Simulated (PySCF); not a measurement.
Cd(NH2)(SH) (CdH₃NS), SMILES [NH2][Cd][SH]. Atoms are numbered in the order given.

```xyz
6

Cd     0.0094     0.2843     0.0000
N     -0.1269     2.3104     0.0000
H      0.3135     2.7261    -0.8140
H      0.3135     2.7261     0.8140
S     -0.0899    -2.0663     0.0000
H      1.2469    -2.2119     0.0000
```
Charge 0, spin multiplicity 1.

Geometry: B3LYP-D3(BJ)/def2-TZVP. The def2 effective core potentials stand for the cores of Cd; spin–orbit coupling is left out. Other conformers were not sampled.

The numbers are results of B3LYP-D3(BJ)/def2-TZVP (PySCF), not measurements.

Frequencies are harmonic and unscaled.

| mode | ν (cm⁻¹) | IR (km/mol) | moving atoms (share of kinetic energy) |
|---|---|---|---|
| 1 | 111 | 1.4 | N 38 %, Cd 25 %, H 23 %, S 15 % |
| 2 | 111 | 5.2 | N 42 %, Cd 26 %, S 19 %, H 13 % |
| 3 | 145 | 1.8 | H 95 % |
| 4 | 331 | 7.7 | S 75 %, Cd 14 %, N 8 % |
| 5 | 528 | 110.3 | N 67 %, H 20 %, Cd 11 % |
| 6 | 609 | 46.9 | H 74 %, N 21 % |
| 7 | 656 | 5.9 | H 94 % |
| 8 | 796 | 14.3 | H 92 % |
| 9 | 1558 | 10.3 | H 92 %, N 8 % |
| 10 | 2666 | 1.6 | H 97 % |
| 11 | 3480 | 5.7 | H 96 % |
| 12 | 3570 | 4.5 | H 92 %, N 8 % |
